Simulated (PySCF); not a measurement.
O4Os, SMILES [O]=[Os](=[O])(=[O])=[O] (connectivity only; charge and spin as stated), charge -1, multiplicity 2.

The structure is a stationary point at PBE-D3(BJ)/def2-SVPD. The multiplicity is an assumed one; other spin states were not compared. The isomer is the one that the SMILES or the coordinates give; other isomers of the formula were not compared. The def2 effective core potentials stand for the cores of Os; spin–orbit coupling is left out.

The numbers are results of M06-2X/def2-SVPD in PySCF, not measurements.

The molecule is in vacuum.

Computed frontier levels, dipole moment and polarisability:
| Quantity | Value |
|---|---|
| α spin, highest occupied and lowest empty level | -2.71 and 2.43 eV |
| β spin, highest occupied and lowest empty level | -5.17 and 2.65 eV |
| dipole moment about the centre of nuclear charge | 0.00 D |
| mean static polarisability | 59.4 bohr³ (8.80 Å³) |
| polarisability, principal values | 55.6, 61.3, 61.3 bohr³ |
| ⟨S²⟩ | 0.762 (pure state 0.75) |
